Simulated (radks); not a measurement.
Species: Sn26+. Configuration: [Ar] 3d6 (the NIST ground configuration). Calculated with a radial shooting solver on a logarithmic mesh with Libxc functionals: Dirac Kohn-Sham, exchange-only PBE, spin-unpolarised, spherical densities, finite nucleus; open shells fill j = l - 1/2 first; Fermi nuclear charge, rms radius 4.6519 fm.

Normalised radial functions P(r) = r R(r) (large component), r in bohr:

r	3s1/2	3p3/2	3d5/2
0.002709	0.2989	0.0116	0.0001
0.003791	0.3850	0.0218	0.0002
0.005263	0.4809	0.0400	0.0006
0.007364	0.5819	0.0735	0.0015
0.01022	0.6630	0.1303	0.0038
0.01419	0.6916	0.2247	0.0096
0.01986	0.6120	0.3766	0.0238
0.02757	0.3680	0.5885	0.0560
0.03858	-0.0838	0.8533	0.1285
0.05355	-0.6511	1.0801	0.2721
0.07494	-1.1036	1.1055	0.5402
0.104	-1.0192	0.7061	0.9481
0.1444	-0.1557	-0.2020	1.4477
0.2021	1.1857	-1.3368	1.8502
0.2805	1.9844	-1.9435	1.8486
0.3925	1.6394	-1.5954	1.3323
0.5449	0.7320	-0.7538	0.6308
0.7625	0.1502	-0.1730	0.1602
1.059	0.0120	-0.0163	0.0182

3s1/2: eigenvalue -1740.9 eV, 2 radial nodes at r = 0.0366, 0.150 bohr, <r> = 0.324 bohr, 90 % of the charge inside 0.473 bohr. 3p3/2: eigenvalue -1581.8 eV, 1 radial node at r = 0.136 bohr, <r> = 0.321 bohr, 90 % of the charge inside 0.479 bohr. 3d5/2: eigenvalue -1385.1 eV, 0 radial nodes, <r> = 0.290 bohr, 90 % of the charge inside 0.448 bohr.
